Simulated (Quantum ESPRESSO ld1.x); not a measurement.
Results of a calculation; reference values are marked as such.
One sound ld1.x (Quantum ESPRESSO 7.5) input for neutral lithium gives E = -7.3870 hartree in 23 iterations:

```
 &input
    zed=3.0,
    iswitch=1,
    rel=0,
    dft='PBESOL',
    config='[He] 2s1',
    verbosity='high',
    prefix='ld1',
    max_out_wfc=37,
    file_charge='ld1.rho',
 /
```

Changed or added lines, one case at a time, and what came of them:

- rel=2 lsd=1: refused. The program stops in ld1_readin with "local spin density and spin-orbit not allowed": spin polarisation goes with rel = 0 or 1 alone.
- xmin=-14.0: usable despite the warning. The mesh starts very near the nucleus, where rounding noise keeps the residual above the threshold; the energy differs from the sound run by less than 1e-5 hartree.
- beta=2.0: harmless. The Broyden-type mixing copes: 15 iterations against 23, same energy.
- dx=0.002: refused. The program stops in do_mesh with "ndmx is too small": the mesh holds 3500 points at most, so dx, xmin and rmax must fit that.
- xmin=0.0: ignored. A value of zero is read as not set, so the default xmin is used, as the mesh line shows.
- tr2=1e-22: usable despite the warning. The threshold lies below the rounding noise, so the cycle runs to its limit and warns, but the energy differs from the sound run by less than 1e-5 hartree.
- atom='Li': harmless. atom and zed name the same element, and the result equals that of the sound run.
